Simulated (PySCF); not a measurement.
Cartesian coordinates (Å):
```xyz
7

Zn     0.0091    -0.0194     0.0425
N      0.8542     1.5581     0.4231
H      1.4842     1.5175     1.2350
H      0.2144     2.3430     0.6058
N     -0.8901    -1.4823    -0.5892
H     -1.1883    -2.1446     0.1388
H     -0.3579    -2.0390    -1.2714
```
Charge 0, spin multiplicity 1.

### Question
Estimate the dipole moment, HOMO–LUMO gap and total energy that TPSSh-D3(BJ)/def2-TZVP // PBE-D3(BJ)/def2-SVP in PySCF returns for this input.

### Answer

```yaml
dipole_moment: 0.327 e·Å
HOMO–LUMO gap: 5.35 eV
total_energy: -1891.3656 Ha
```
